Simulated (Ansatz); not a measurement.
Species: InP, charge 0, triplet. InP (SMILES [P]=[In], triplet).
B3LYP-D3(BJ)/def2-TZVP minimum from Ansatz (an electronic-structure program):
```
In
P 1 2.6742
```
Charge 0, spin multiplicity 3.

Total energies in def2-QZVPP, 8 correlated electrons, 14 frozen orbitals. Open shells are spin-unrestricted; no spin-orbit coupling. Correlated methods leave the cores frozen (noble-gas shells, and filled d and f shells in the p block). Past Kr the def2 sets carry scalar-relativistic core potentials. Spin-orbit terms, left out, reach several kcal/mol for Br and I, and more for heavier atoms.

```
method    program  energy (Eh)  minus CCSDT(Q) (mEh)
--------  -------  -----------  --------------------
HF         Ansatz   -529.96127                189.31
MP2        Ansatz   -530.11318                 37.41
CCSD       Ansatz   -530.14007                 10.51
CCSD(T)    Ansatz   -530.14882                  1.77
CCSDT(Q)   Ansatz   -530.15058                  0.00
```

Rough core times of Ansatz's runs on a shared machine: CCSD(T) 4 min, CCSDT(Q) 40 min.
